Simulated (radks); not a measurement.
The numbers below are computed, except where a source is named.
Charge is removed step by step from the 5p up level of Sb, starting from [Kr] 4d10 5s2 5p(up 3, down 0). Code: a radial shooting solver on a logarithmic mesh with Libxc functionals. Model: scalar-relativistic Kohn-Sham, PBE, spin-polarised, spherical densities, finite nucleus; Fermi nuclear charge, rms radius 4.6802 fm.

removed (e)  E - E(0) (eV)  eigenvalue (eV)  E minus straight line (eV)
0                    0.000           -5.467                       0.000
0.25                 1.578           -7.168                      -0.664
0.5                  3.588           -8.932                      -0.896
0.75                 6.047          -10.753                      -0.679
1                    8.968          -12.625                       0.000

Removing the whole electron costs 8.968 eV by Delta-SCF, against 5.467 eV from minus the eigenvalue at the starting occupation. Slater's transition state (half an electron removed) gives 8.932 eV. Integrating minus the eigenvalue over the occupation (Janak's theorem) gives 8.970 eV. In this scalar-relativistic scheme the density is built from large components alone, so the theorem holds only approximately. The mean slope of the eigenvalue, de/dn, is 7.16 eV per electron. Ionisation energy of Sb in the NIST Atomic Spectra Database: 8.608 eV (measured).
